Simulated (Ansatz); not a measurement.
A search over several starts for the lowest SCF solution of La₂O₂ at the given spin, in a small basis.

```yaml
crystal:
  periodic: [false, false, false]
  atoms:
    - {symbol: La, position_ang: [-0.150910, 1.690314, -0.674213]}
    - {symbol: La, position_ang: [-0.411831, -1.748473, 0.333842]}
    - {symbol: O, position_ang: [-0.319283, 0.350361, 1.110769]}
    - {symbol: O, position_ang: [0.882013, -0.292192, -0.770387]}
basis:
  gaussian: {orbitals: def2-SVP, initial_orbitals: start.molden}
magnetization: {spin_polarized: true, initial_magnetization: 4}
hamiltonian: {xc: pbe0, dispersion: d4}
output: {orbitals: {seedname: orbitals}}
```

The file start.molden holds the orbitals of an earlier run on this structure, at another level or in another basis.

```sh
$ ansatz run in.yaml --threads 4 --pin off --events-out ev --progress --plain --max-ram 3916MiB
```

It prints (some lines left out):

```
Functional definition: PBE0
932 factors; their error is unknown
mean field evaluation 1: about -5804.5709 eV, gradient 5.8e0 eV
mean field evaluation 2: about -5804.7131 eV, gradient 1.4e-1 eV
mean field evaluation 4: about -5804.7843 eV, gradient 4.3e-3 eV
mean field evaluation 8: about -5804.7843 eV, gradient 6.8e-5 eV
mean field evaluation 16: about -5804.5450 eV, gradient 4.4e0 eV
mean field evaluation 32: about -5804.7843 eV, gradient 5.5e-4 eV
mean field evaluation 64: about -5804.7565 eV, gradient 6.3e-1 eV
mean field -5804.78428203 eV, -213.3218877405 hartree, gradient 6.3e-6 eV, S^2 6.019387; 11 other end points of the search recorded, 0 dependent functions left out
reference -5804.78431216 eV, -213.3218888477 hartree; 21, 17 occupied and 71, 75 virtual orbitals, 932 factors
Total energy: -5804.89024813 eV, -213.3257819229 hartree
```

It took 4.5 s on 4 threads of AMD EPYC 9B45 on a shared host.

In the def2 sets La takes a core potential; there is no spin–orbit coupling. At PBE0-D4/def2-TZVP a broken-symmetry singlet of charge 0 lies 4.34 eV below the quintet, each at its own geometry. The structure comes from a short search, and lower isomers may exist.
